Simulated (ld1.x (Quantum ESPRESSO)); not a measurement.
**Varying the TM potential for argon (Ar)**

Base potential:

* Element: argon (Ar)
* Generator: ld1.x (Quantum ESPRESSO) 7.5
* Type: norm-conserving Troullier–Martins (Kleinman–Bylander form)
* Functional: PBE
* Relativity: non-relativistic
* Frozen core: [Ne]
* Valence charge: 8
* Reference configuration: 3s2 3p6
* Partial waves: 3s (bound): rc 1.10 bohr; 3p (bound): rc 1.45 bohr
* Local potential: all-electron potential smoothed inside 1.40 bohr (lloc = -1)
* Core correction: a·sin(br)/r model core, default radius (core density twice the valence density)

All-electron outer shells of the reference configuration (PBE, non-relativistic, ld1.x):

| shell | level (eV) | outermost node (bohr) | outermost maximum (bohr) |
| --- | --- | --- | --- |
| 2p | -229.77 | – | 0.28 |
| 3s | -24.06 | 0.52 | 1.19 |
| 3p | -10.29 | 0.49 | 1.30 |

Cutoffs, loose and tight: the cutoffs (Ry, on a coarse ladder) from which the occupation-weighted sum of valence levels, in a spherical-Bessel basis at the reference potential, stays within 10 and 1 mRy of its value at 400 Ry. They do not see the model core or the augmentation charge, which bear on the density cutoff. Test errors are all-electron minus pseudo excitation energies from the reference, over the configurations 3s2 3p5; 3s2 3p4; 3s2 3p3; 3s1 3p6; 3s2 3p2; 3s2 3p5.5. A dash means not determined; rows that change the core or the reference have their own tests.

A true bound ghost makes a file unfit for plane-wave use even where its test errors are small: the radial tests pick states by their node count and pass the ghost by.

Cutoffs are not given where the Bessel-basis levels miss the radial ones by over 6 mRy, ghosts where they miss by over 20 mRy; a channel whose overlap is not positive is not tested.

The default core radius of the base comes out at 0.72 bohr.

| change | outcome | cutoff, loose | cutoff, tight | bound ghosts | largest test error (meV) |
| --- | --- | --- | --- | --- | --- |
| base | generated | 60 Ry | 100 Ry | none | +264 |
| wave 3s (bound): rc 1.10 bohr becomes 3s (bound): rc 0.70 bohr | generated | – | – | not determined | +298 |
| wave 3p (bound): rc 1.45 bohr becomes 3p (bound): rc 1.50 bohr | generated | 60 Ry | 100 Ry | none | +258 |
| core correction none | generated | 60 Ry | 100 Ry | none | +242 |
| scalar-relativistic | generated | 60 Ry | 100 Ry | none | +250 |
| type ultrasoft; waves now 3s (bound): rcut 0.95, rcutus 1.10 bohr; 3s channel at -1.1 Ry: rcut 0.95, rcutus 1.10 bohr; 3p (bound): rcut 1.25, rcutus 1.45 bohr; 3p channel at -0.4 Ry: rcut 1.25, rcutus 1.45 bohr; local potential all-electron potential smoothed inside 1.25 bohr (lloc = -1); augmentation built from norm-conserving waves at rcut, not smoothed further | generated | 35 Ry | 70 Ry | none | +147 |

(1) What comes out with this change to the base: all radii but the core radius scaled by about 1.09 (s 1.20, p 1.58 bohr); local potential all-electron potential smoothed inside 1.54 bohr (lloc = -1)?

(2) What comes out with this change to the base: local potential all-electron potential smoothed inside 0.78 bohr (lloc = -1)?

(3) What comes out with this change to the base: local potential all-electron potential smoothed inside 1.00 bohr (lloc = -1)?

## Answers

(1) outcome: generated; cutoff, loose: 60 Ry; cutoff, tight: 90 Ry; bound ghosts: none; largest test error (meV): +223.

(2) outcome: generated; cutoff, loose: 70 Ry; cutoff, tight: 100 Ry; bound ghosts: s; largest test error (meV): +152.

(3) outcome: generated; cutoff, loose: 60 Ry; cutoff, tight: 100 Ry; bound ghosts: none; largest test error (meV): +315.
